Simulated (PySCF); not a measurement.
Input for PySCF:
```python
from pyscf import gto, scf, dft

mol = gto.Mole()
mol.atom = '''
    C    -0.001647    0.863879    0.014277
    C     0.749028   -0.430640    0.000480
    C    -0.747382   -0.433240   -0.014757
    H    -0.011940    1.440071    0.926921
    H     0.006394    1.469948   -0.878830
    H     1.270736   -0.710376   -0.902067
    H     1.252402   -0.740253    0.903684
    H    -1.267963   -0.744633    0.878021
    H    -1.249629   -0.714756   -0.927730
'''
mol.basis = 'pcseg-0'
mol.charge = 0
mol.spin = 0
mol.verbose = 4
mol.build()

mf = dft.RKS(mol)
mf.xc = 'r2scan'
mf = mf.density_fit(auxbasis='def2-universal-jkfit')
mf.kernel()
mf.analyze()
```

Task: What nuclear repulsion energy does DF-R2SCAN/pcseg-0 in PySCF give?

Result: 76.1501 Eh

Task: Predict the HOMO energy from DF-R2SCAN/pcseg-0.

Result: -7.63 eV

Task: What is the computed dipole moment (DF-R2SCAN/pcseg-0)?

Result: 0.00 D

Task: Estimate the HOMO-LUMO gap that DF-R2SCAN/pcseg-0 returns for this input.

Result: 10.24 eV

Task: What total energy does DF-R2SCAN/pcseg-0 give?

Result: -117.4885 Eh
